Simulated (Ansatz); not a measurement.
Reactions of CH₄F₂O₂Si, SMILES `CO[Si](O)(F)F`.

Gas-phase electronic energies from Ansatz, PBE0-D4/def2-TZVP geometries. CCSD(T)/CBS adds triple-zeta CCSD(T) − MP2 to the extrapolated MP2 energy (def2 sets, frozen cores). def2 core potentials past Kr. For Mo outer-core shells are correlated without core-valence functions, which leaves a few kJ/mol of doubt a bond. One conformer a species, not always the lowest.

| reaction | CCSD/CBS(def2) (kJ/mol) | HF/CBS(def2) (kJ/mol) | CCSD(T)/CBS(def2) (kJ/mol) |
| --- | --- | --- | --- |
| `CO[Si](O)(F)F` + `[OH][Mo]([F])(=[S])([Cl])[Cl]` → `C[O][Mo]([F])(=[S])([Cl])[Cl]` + `O[Si](O)(F)F` | -31 | -20 | -35 |
| `CO[Si](O)(F)F` + `B[SiH2][CH2][AlH][CH3]` → `B[Si](O)(F)OC` + `[CH3][AlH][CH2][SiH2]F` | 17 | 6 | 19 |
| `CO[Si](O)(F)F` + `BN(C)[SiH2]C` → `CO[Si](C)(O)F` + `BN(C)[SiH2]F` | 0 | 1 | 0 |
| `CO[Si](O)(F)F` + `[NH2][Al]([OH])[SH]` → `C[NH][Al]([OH])[SH]` + `O[Si](O)(F)F` | -11 | -1 | -12 |
| `CO[Si](O)(F)F` + `C[SiH](C)C#N` → `CO[SiH](O)F` + `C[Si](C)(F)C#N` | 13 | 17 | 12 |

Largest T1 diagnostic: 0.024, for `C[O][Mo]([F])(=[S])([Cl])[Cl]`.
